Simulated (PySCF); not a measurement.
## Broadened absorption spectrum of C3H9FSi2

C₃H₉FSi₂.
Structure used (GFN2-xTB), in Å, numbered top down from 1:
```
atom  x, y, z in Å
F1    -0.0138   -1.5023    1.3360
C2     0.0012   -1.2893   -0.0409
C3    -1.2620   -0.5253   -0.4150
Si4   -1.1632    1.2313    0.3553
Si5    1.1539    1.2319    0.3823
C6     1.2707   -0.5233   -0.3879
H7     0.0067   -2.2976   -0.4821
H8    -1.3203   -0.4757   -1.5022
H9    -2.1300   -1.0876   -0.0721
H10   -1.8738    2.1621   -0.5323
H11   -1.8660    1.2392    1.6410
H12    1.8251    1.2377    1.6851
H13    1.8848    2.1641   -0.4866
H14    2.1321   -1.0855   -0.0289
H15    1.3504   -0.4718   -1.4736
```

Method used: TDDFT PBE0/def2-SVPD, vertical, gas phase, core orbitals frozen in the response (PySCF).

Each state is given a Gaussian of 0.5 eV full width at half maximum, with ε(max) = 2.175×10⁸ f / Δν̃ (Δν̃ the width in cm⁻¹). The width is an assumption, not a result. The curve ends short of the highest state used, and states not computed would add to its high-energy end.

(λ (nm), ε (L mol⁻¹ cm⁻¹)): (173.3, 6035), (174.3, 5229), (175.3, 4681), (176.4, 4370), (177.4, 4309), (178.4, 4399), (179.4, 4572), (180.4, 4762), (181.5, 4921), (182.5, 4975), (183.5, 4917), (184.5, 4743), (185.5, 4459), (186.6, 4045), (187.6, 3605), (188.6, 3134), (189.6, 2660), (190.6, 2206), (191.7, 1748), (192.7, 1383), (193.7, 1072), (194.7, 814), (195.7, 606), (196.7, 442), (197.8, 307), (198.8, 216), (199.8, 149), (200.8, 101), (201.8, 68), (202.9, 43), (203.9, 28), (204.9, 18), (205.9, 11), (206.9, 7), (208.0, 4), (209.0, 2)

(1) Locate the maxima and give the states behind the curve.

(2) Coming from long wavelengths, where does ε first pass 100 L mol⁻¹ cm⁻¹?

(3) On this curve, what absorbance would a 10⁻⁵ mol/L sample give at 193 nm over a 1 cm path?

Results:

(1) 183 nm (6.79 eV), ε about 5000, made up of S1 (11%) and S2 (86%) (ε in L mol⁻¹ cm⁻¹; maxima over ε = 5, shares over 10%). At its high-energy end, 7.15 eV, the curve is still rising (ε about 5900, from S2, S3 and S4). The states used: S1 6.68 eV (f 0.012); S2 6.79 eV (f 0.080); S3 7.43 eV (f 0.181); S4 7.44 eV (f 0.033); S5 7.71 eV (f 0.028); S6 7.75 eV (f 0.0007).

(2) At about 201 nm (6.17 eV), 0.51 eV below S1.

(3) 193 nm is 6.424 eV, where ε is about 1300 L mol⁻¹ cm⁻¹, so A = ε c l ≈ 0.013 (Beer–Lambert, with the gas-phase spectrum and the assumed width).

One conformer stands for the species.
